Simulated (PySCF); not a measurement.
F6S, charge -1, doublet, geometry from GFN2-xTB (a state made from the parent by changing its charge; the spin is typed, not shown lowest) (in this run its highest filled SCF level lies above zero, so its values depend strongly on the basis, on diffuse functions most of all); R2SCAN/STO-3G (PySCF).

Input for PySCF:
```python
from pyscf import gto, scf, dft

mol = gto.M(
    atom='''
F     0.67469720   -0.51413191   -1.55482398
S    -0.00000000   -0.00000000   -0.00000000
F     1.44577462   -0.60277396    0.82669513
F    -0.76911961   -1.58409516    0.19006075
F    -1.44577462    0.60277396   -0.82669513
F     0.76911961    1.58409516   -0.19006075
F    -0.67469720    0.51413191    1.55482398
''',
    basis='sto-3g',
    charge=-1,
    spin=1,
    verbose=3,
)

mf = dft.UKS(mol)
mf.xc = 'r2scan'
mf.kernel()
mf.analyze()
```

It wrote (shortened):

```
converged SCF energy = -983.520140235897  <S^2> = 0.75352564  2S+1 = 2.0035225
**** MO energy ****
                             alpha | beta                alpha | beta
MO #1   energy= -87.4415389393755  | -87.4396908952852  occ= 1 | 1
MO #2   energy= -23.7420399552054  | -23.7385829534726  occ= 1 | 1
MO #3   energy= -23.741961172008   | -23.7385055618387  occ= 1 | 1
MO #4   energy= -23.7419594913351  | -23.7385039551488  occ= 1 | 1
MO #5   energy= -23.7419570576419  | -23.7385014763557  occ= 1 | 1
MO #6   energy= -23.7416185068563  | -23.7381686727396  occ= 1 | 1
MO #7   energy= -23.7416161159748  | -23.7381662891092  occ= 1 | 1
MO #8   energy= -7.54316442599751  | -7.54161283654172  occ= 1 | 1
MO #9   energy= -5.47518318172298  | -5.47349712668555  occ= 1 | 1
MO #10  energy= -5.47518234703043  | -5.47349604825154  occ= 1 | 1
MO #11  energy= -5.47518156164556  | -5.47349573081433  occ= 1 | 1
MO #12  energy= -0.793828393147525 | -0.783298778893751 occ= 1 | 1
MO #13  energy= -0.716111340667422 | -0.703472403751705 occ= 1 | 1
MO #14  energy= -0.716109139782661 | -0.703471438989214 occ= 1 | 1
MO #15  energy= -0.716107988342018 | -0.703469585468404 occ= 1 | 1
MO #16  energy= -0.684034922549862 | -0.67005792771512  occ= 1 | 1
MO #17  energy= -0.68403343834361  | -0.670057377508088 occ= 1 | 1
MO #18  energy= -0.344438890579525 | -0.331363195096867 occ= 1 | 1
MO #19  energy= -0.116380020684369 | -0.102746563534854 occ= 1 | 1
MO #20  energy= -0.116376740167365 | -0.102745992416024 occ= 1 | 1
MO #21  energy= -0.116375365078466 | -0.102744230290806 occ= 1 | 1
MO #22  energy= 0.0971206261841226 | 0.127706721467916  occ= 1 | 1
MO #23  energy= 0.0971221350694106 | 0.127707804794355  occ= 1 | 1
MO #24  energy= 0.129285448182422  | 0.134546872320918  occ= 1 | 1
MO #25  energy= 0.129290066457841  | 0.134552811467995  occ= 1 | 1
MO #26  energy= 0.129290751484116  | 0.134555080467985  occ= 1 | 1
MO #27  energy= 0.145784472887618  | 0.153851314913534  occ= 1 | 1
MO #28  energy= 0.145788089921466  | 0.153852585330823  occ= 1 | 1
MO #29  energy= 0.145789428307462  | 0.153857883827089  occ= 1 | 1
MO #30  energy= 0.148524767538949  | 0.155262617177556  occ= 1 | 1
MO #31  energy= 0.148528556097078  | 0.155266366056572  occ= 1 | 1
MO #32  energy= 0.14852994622958   | 0.155269865554037  occ= 1 | 1
MO #33  energy= 0.161375298078185  | 0.166746467479123  occ= 1 | 1
MO #34  energy= 0.161379750552085  | 0.166753026837955  occ= 1 | 1
MO #35  energy= 0.161380213577799  | 0.166754759488932  occ= 1 | 1
MO #36  energy= 0.286907537666126  | 0.323936001349312  occ= 1 | 0
MO #37  energy= 0.414348180264296  | 0.443423504282375  occ= 0 | 0
MO #38  energy= 0.414349851136217  | 0.443429644255058  occ= 0 | 0
MO #39  energy= 0.414354484299547  | 0.443434120474879  occ= 0 | 0

To work with the spin densities directly, `use mulliken_meta_spin()` only printing them here.

 ** Mulliken spin pop alpha/beta on meta-lowdin orthogonal AOs **
 ** Mulliken Spin Density (per atom)  **
spin density of  0 F =      0.14213
spin density of  1 S =      0.14717
spin density of  2 F =      0.14215
spin density of  3 F =      0.14214
spin density of  4 F =      0.14215
spin density of  5 F =      0.14214
spin density of  6 F =      0.14213
 ** Mulliken pop alpha/beta on meta-lowdin orthogonal AOs **
 ** Mulliken atomic charges   ( Nelec_alpha | Nelec_beta ) **
charge of  0F =     -0.30661  (     4.72437      4.58224 )
charge of  1S =      0.83963  (     7.65377      7.50660 )
charge of  2F =     -0.30660  (     4.72437      4.58223 )
charge of  3F =     -0.30661  (     4.72437      4.58224 )
charge of  4F =     -0.30660  (     4.72437      4.58223 )
charge of  5F =     -0.30661  (     4.72437      4.58224 )
charge of  6F =     -0.30661  (     4.72437      4.58224 )

WARN: System has nonzero charge -1; the dipole moment is origin-dependent.
Location of origin: [0. 0. 0.]

Dipole moment(X, Y, Z, Debye): -0.00000, -0.00000, -0.00000
```
